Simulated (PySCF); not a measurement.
Field gradients at the hydrogen positions

Species: C7H8F4.
Structure used (GFN2-xTB), in Å, numbered top down from 1:
```
atom  x, y, z in Å
C1    -2.5510    1.2272    0.4705
C2    -1.3503    1.0260   -0.0562
F3    -0.6172    2.1240   -0.3774
C4    -0.7262   -0.2621   -0.3609
C5    -1.6837   -1.4058   -0.5395
C6     0.5885   -0.4677   -0.4773
C7     1.7080    0.5052   -0.2612
C8     2.7323   -0.0967    0.6828
F9     3.7729    0.7264    0.8863
F10    2.2167   -0.3645    1.8924
F11    3.2469   -1.2502    0.2274
H12   -3.1870    0.4129    0.7543
H13   -2.9087    2.2260    0.6445
H14   -2.0973   -1.6998    0.4240
H15   -1.1740   -2.2649   -0.9660
H16   -2.5070   -1.1214   -1.1909
H17    0.9258   -1.4653   -0.7286
H18    1.3807    1.4478    0.1736
H19    2.2207    0.7122   -1.2053
```

Level: PBE0/pcSseg-1 (PySCF, non-relativistic); Q(2H) = 0.00286 b; rigid geometry, the same for H and D, with no vibrational averaging.

Question: Rank these positions by the coupling χzz of a deuteron there, largest first.
A. H16 (methyl hydrogen)
B. H12 (vinylic hydrogen)
C. H19 (methylene hydrogen)
D. H13 (vinylic hydrogen)

Answer: B (233 kHz), D (229 kHz), A (209 kHz), C (199 kHz).

Q: Tabulate Vzz, the asymmetry η and χzz = 234.96 MHz × Q × Vzz for every hydrogen position.

A: 
```json
{"atom": "H12", "bonded to": "C1", "bond length (Å)": "1.071", "Vzz (au)": "0.3471", "η": "0.07", "χzz (kHz)": "233"}
{"atom": "H13", "bonded to": "C1", "bond length (Å)": "1.075", "Vzz (au)": "0.3401", "η": "0.06", "χzz (kHz)": "229"}
{"atom": "H14", "bonded to": "C5", "bond length (Å)": "1.089", "Vzz (au)": "0.3109", "η": "0.02", "χzz (kHz)": "209"}
{"atom": "H15", "bonded to": "C5", "bond length (Å)": "1.086", "Vzz (au)": "0.3154", "η": "0.04", "χzz (kHz)": "212"}
{"atom": "H16", "bonded to": "C5", "bond length (Å)": "1.088", "Vzz (au)": "0.3110", "η": "0.03", "χzz (kHz)": "209"}
{"atom": "H17", "bonded to": "C6", "bond length (Å)": "1.083", "Vzz (au)": "0.3166", "η": "0.09", "χzz (kHz)": "213"}
{"atom": "H18", "bonded to": "C7", "bond length (Å)": "1.088", "Vzz (au)": "0.2976", "η": "0.03", "χzz (kHz)": "200"}
{"atom": "H19", "bonded to": "C7", "bond length (Å)": "1.094", "Vzz (au)": "0.2957", "η": "0.03", "χzz (kHz)": "199"}
```

Q: How does χzz go with the bond length over the 8 C–H bonds?

A: A straight-line fit has a slope of -15.7 kHz for each 0.01 Å, with a correlation coefficient of -0.97, over lengths from 1.071 to 1.094 Å. The longer bonds have the smaller couplings here.

The structure is a single GFN2-xTB conformer in the gas phase; no vibrational or solvent corrections. GFN2-xTB bond lengths can be off by several hundredths of an ångström, more for odd bonds, and the gradients follow them. With so small a basis the couplings can be 20 % off.
